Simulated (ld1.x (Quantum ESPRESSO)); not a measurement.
Configuration tests for Fe (PAW)

| Property | Result |
| --- | --- |
| Element | Fe |
| Generator | ld1.x (Quantum ESPRESSO) 7.5 |
| Type | PAW |
| Functional | PBE |
| Relativity | scalar-relativistic |
| Frozen core | [Ne] |
| Valence charge | 16 |
| Reference configuration | 3s2 3p6 3d5 4s0 4p0 (charge +3) |
| Partial waves | 3s (bound): rcut 1.05, rcutus 1.30 bohr; 4s (bound, empty): rcut 1.05, rcutus 1.30 bohr; 3p (bound): rcut 1.25, rcutus 1.50 bohr; 4p (bound, empty): rcut 1.25, rcutus 1.50 bohr; 3d (bound): rcut 1.05, rcutus 1.35 bohr; 3d channel at -2.75 Ry: rcut 1.05, rcutus 1.35 bohr |
| Local potential | all-electron potential smoothed inside 1.20 bohr (lloc = -2) |
| Core correction | a·sin(br)/r model core, default radius (core density twice the valence density) |
| Augmentation charge | PSQ, inside the norm-conserving radii |

Energies are relative to the spin-unpolarised reference configuration 3s2 3p6 3d5 4s0 4p0; without spin polarisation the order of configurations can differ from experiment. Not all tests gave a result: 1 of 7 tests not solved or not reliable. Left out of the table: 3s2 3p6 3d6 4s2 4p0 (solver errors, printed error +4.3 meV). The frozen-core shift is the all-electron ΔE with the core orbitals held at their reference shape minus the fully relaxed ΔE.

**Question.** Give the all-electron excitation energy and the error of the potential for: 3s2 3p6 3d6 4s1 4p0; 3s2 3p6 3d6 4s0 4p0; 3s2 3p6 3d6 4s0 4p1; 3s2 3p6 3d6 4s1 4p1; 3s2 3p6 3d6 4s0 4p2; 3s2 3p6 3d6 4s1.5 4p0.

**Answer.**

```tsv
valence configuration	charge	ΔE all-electron (eV)	error AE − PS (meV)	frozen-core shift (meV)
3s2 3p6 3d6 4s1 4p0	+1	-50.426	+1.9	+1.7
3s2 3p6 3d6 4s0 4p0	+2	-34.223	-1.8	+3.2
3s2 3p6 3d6 4s0 4p1	+1	-45.372	+1.7	+2.2
3s2 3p6 3d6 4s1 4p1	0	-55.050	+3.4	+1.3
3s2 3p6 3d6 4s0 4p2	0	-50.700	+3.1	+1.7
3s2 3p6 3d6 4s1.5 4p0	+0.5	-55.671	+3.3	+1.2
```

Levels in the configuration 3s2 3p6 3d6 4s0 4p2:

```json
{"level": "3s", "all-electron (eV)": "-97.274", "pseudo (eV)": "-97.270"}
{"level": "3p", "all-electron (eV)": "-63.306", "pseudo (eV)": "-63.302"}
{"level": "3d", "all-electron (eV)": "-10.639", "pseudo (eV)": "-10.638"}
{"level": "4p", "all-electron (eV)": "-2.762", "pseudo (eV)": "-2.762"}
```
